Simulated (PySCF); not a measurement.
```xyz
4
charge -1 multiplicity 5, angstrom
Rh   -0.0589    0.0000    0.0000
O     1.7380    0.0001    0.0000
O    -0.6795    1.7155    0.0000
O    -0.6793   -1.7156    0.0000
```

All numbers come from UB3LYP/[Rh def2-SVPD with ECP28, O def2-SVPD], scalar-relativistic core potentials, density fitting, no spin–orbit coupling, PySCF.

This geometry of [RhO3]- is a stationary point at this level.

(1) What is the point group?

(2) Is it a minimum?

(3) List the harmonic modes with their infrared intensities.

(4) Give the atomic charges and bond orders.

## Answers

(1) C2v.

(2) No: it has 2 imaginary modes, at 206i cm⁻¹ (b1), 64i cm⁻¹ (b2).

(3) 
```json
{"symmetry": "b1", "ω (cm⁻¹)": "206i", "IR (km/mol)": "–"}
{"symmetry": "b2", "ω (cm⁻¹)": "64i", "IR (km/mol)": "–"}
{"symmetry": "a1", "ω (cm⁻¹)": "220", "IR (km/mol)": "8.4"}
{"symmetry": "b2", "ω (cm⁻¹)": "664", "IR (km/mol)": "128"}
{"symmetry": "a1", "ω (cm⁻¹)": "689", "IR (km/mol)": "61.4"}
{"symmetry": "a1", "ω (cm⁻¹)": "735", "IR (km/mol)": "3.2"}
```

(4) 
```tsv
atom	Mulliken	Löwdin	polar tensor	spin (Mulliken)	Mayer order to Rh1
Rh1	1.65	0.78	1.17	1.92	–
O2	-0.81	-0.54	-0.60	0.71	1.07
O3,4	-0.92	-0.62	-0.78	0.69	0.99
```

Other isomers or separated fragments may lie lower. Open d and f shells are described by one determinant, and the ground state may have another occupation or spin. At this level a triplet minimum of D3h symmetry lies 194 kJ/mol below this structure.
